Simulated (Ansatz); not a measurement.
Ga₃As₄. Charge 0, multiplicity 2. Geometry PBE-D4/def2-SVP; atoms count from 1.

```xyz
7

Ga    1.5126   -1.7618   -1.1554
Ga    0.9394    3.0174    0.9314
Ga   -1.5116   -0.4374   -1.1639
As   -0.7188   -2.5201    0.0665
As   -1.2515    1.4060    0.6840
As    0.1510   -0.5682    1.3141
As    0.8789    0.8640   -0.6768
```

Another isomer (doublet) lies 0.26 eV lower at PBE0-D4/def2-SVP; other spin states weren't run for this one.

Problem. Estimate the Mulliken populations from the PBE0/def2-SVP orbitals of Ansatz.

Solution. 
| atom | charge (e) | spin (α − β) |
| --- | --- | --- |
| Ga1 | 0.22 | -0.01 |
| Ga2 | 0.28 | 0.06 |
| Ga3 | 0.21 | 0.34 |
| As4 | -0.22 | 0.42 |
| As5 | -0.19 | 0.24 |
| As6 | -0.03 | -0.06 |
| As7 | -0.26 | 0.01 |
Mulliken values depend strongly on the basis.

Problem. Where does the spin sit?

Solution. Summed by element: Ga 0.40, As 0.60, of 1 unpaired in all. Largest on single atoms: As4 0.42, Ga3 0.34, As5 0.24.

Problem. And the Mayer bond orders between heavy atoms (over 0.3)?

Solution. Ga1–As4 0.67 (2.65 Å); Ga1–As7 0.38 (2.74 Å); Ga2–As5 0.48 (2.73 Å); Ga2–As7 0.49 (2.69 Å); Ga3–As4 0.78 (2.55 Å); Ga3–As5 0.54 (2.62 Å); Ga3–As7 0.42 (2.77 Å); As4–As6 0.95 (2.47 Å); As5–As6 0.86 (2.50 Å); As5–As7 0.77 (2.59 Å); As6–As7 0.82 (2.56 Å).
